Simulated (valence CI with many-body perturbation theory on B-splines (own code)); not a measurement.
**Which ion has this spectrum?**

A relativistic CI+MBPT calculation for an atom or ion with 23 electrons gives these levels (eV):

| J | Parity | E | g |
| --- | --- | --- | --- |
| 5/2 | even | 0.00 | 1.27 |
| 5/2 | even | 67.63 | 1.33 |
| 7/2 | even | 79.56 | 1.16 |
| 11/2 | even | 80.77 | 1.10 |
| 3/2 | even | 81.59 | 1.14 |
| 9/2 | even | 86.70 | 1.13 |
| 5/2 | even | 90.70 | 1.13 |
| 1/2 | even | 94.77 | 1.78 |
| 7/2 | even | 95.25 | 1.07 |
| 3/2 | even | 113.38 | 0.80 |
| 5/2 | even | 146.05 | 1.31 |
| 7/2 | even | 155.12 | 1.21 |
| 11/2 | even | 155.41 | 1.09 |
| 9/2 | even | 157.54 | 1.14 |

The energies are calculated, and their last digits are not significant.

Task: Which is it?
A. Ir54+
B. Os53+
C. Ta50+
D. Re52+

Result: B. Os53+, ground level (3d3/2^4 3d5/2) J=5/2.
